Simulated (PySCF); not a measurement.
Rb(29+) (rubidium, charge +29) across methods

[He] 2s2 2p4, high-spin 3P determinant. Calculation: PySCF 2.14, in an uncontracted even-tempered set (20 s from 8.1 bohr⁻², ratio 2.2; 12 p from 11 bohr⁻², ratio 2.2; 6 d from 49 bohr⁻², ratio 2.4; 5 f from 73 bohr⁻², ratio 2.4; 4 g from 110 bohr⁻², ratio 2.4); scalar relativity by spin-free X2C-1e.

| method | E (hartree) | mean ε 2s β (eV) | mean ε 2p α (eV) | mean ε 2p β (eV) | Σ⟨r²⟩ (bohr²) | ⟨S²⟩ |
| --- | --- | --- | --- | --- | --- | --- |
| UHF | -2230.43570 | -3622.3 | -3476.2 | -3444.1 | 0.1779 | 2.000 |
| BHandHLYP | -2230.81 | -3591.3 | -3438.1 | -3409.4 | 0.1780 | 2.000 |
| PBE0 | -2230.50 | -3574.7 | -3417.9 | -3390.7 | 0.1781 | 2.000 |
| r2SCAN | -2230.77 | -3563.6 | -3407.5 | -3379.9 | 0.1780 | 2.000 |
| LDA | -2226.73 | -3554.6 | -3395.8 | -3367.0 | 0.1784 | 2.000 |
| PBE | -2230.42 | -3558.2 | -3398.1 | -3372.3 | 0.1782 | 2.000 |

Task: Estimate the same row for M06-2X.

Result: E (hartree) = -2230.93; mean ε 2s β (eV) = -3590.5; mean ε 2p α (eV) = -3438.5; mean ε 2p β (eV) = -3408.8; Σ⟨r²⟩ (bohr²) = 0.1780; ⟨S²⟩ = 2.000.

Spin-orbit coupling is strong in this species (close to jj coupling), so the high-spin LS determinant is a model state, not a physical level.
